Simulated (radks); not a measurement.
Task: Coherent X-ray form factor from a spherical all-electron density. All-electron calculation, non-relativistic Kohn-Sham, TPSS, spin-polarised, spherical densities, point nucleus; meta-GGA in the generalised Kohn-Sham scheme. Program: a radial shooting solver on a logarithmic mesh with Libxc functionals.

sin(theta)/lambda (1/angstrom)  f0 (electrons)
0.05                                    62.809
0.1                                     62.243
0.15                                    61.321
0.2                                     60.076
0.25                                    58.548
0.3                                     56.784
0.4                                     52.747
0.5                                     48.350
0.6                                     43.912
0.8                                     35.721
1                                       29.022
1.25                                    22.875
1.5                                     18.821
2                                       14.456

The species is in the configuration that NIST lists as its ground one. Which atom or ion scatters so?

Result: The thallium ion Tl18+, [Kr] 4d10 4f14 5s2 5p1. Extrapolating in s^2 from the first two rows gives f0(0) = 63.0, near the electron count 63; among species with that count, the fall with angle is slower the higher Z, and the table is that of Z = 81; from so few rows the species is fixed only to a neighbour or two.
